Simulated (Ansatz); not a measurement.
Molecule: AlBr2, charge -1, multiplicity 1. 
Coordinates optimised at B3LYP-D3(BJ)/def2-TZVP (Ansatz, an electronic-structure program):
```
Al
Br 1 2.5163
Br 1 2.5163 2 99.77
```
Charge -1, spin multiplicity 1.

Parts of the frozen-core correlation energy in STO-3G (Ansatz, hartree). Frozen orbitals: 33; correlated occupied orbitals by spin: 9 and 9; virtual: 3 and 3. No spin-orbit coupling. Non-relativistic.

```json
[
 {"term": "reference (HF)", "value": "-5328.33317"},
 {"term": "MP2 opposite-spin", "value": "___"},
 {"term": "MP2 same-spin", "value": "-0.00128"},
 {"term": "CCSD correlation", "value": "___"},
 {"term": "(T)", "value": "___"},
 {"term": "FCI minus CCSD(T)", "value": "-0.00005"},
 {"term": "T1 diagnostic", "value": "0.006"},
 {"term": "largest doubles amplitude", "value": "0.095"}
]
```

Problem. What belongs in the gaps?

Solution. 
- MP2 opposite-spin, value: -0.02212
- CCSD correlation, value: -0.03504
- (T), value: -0.00045
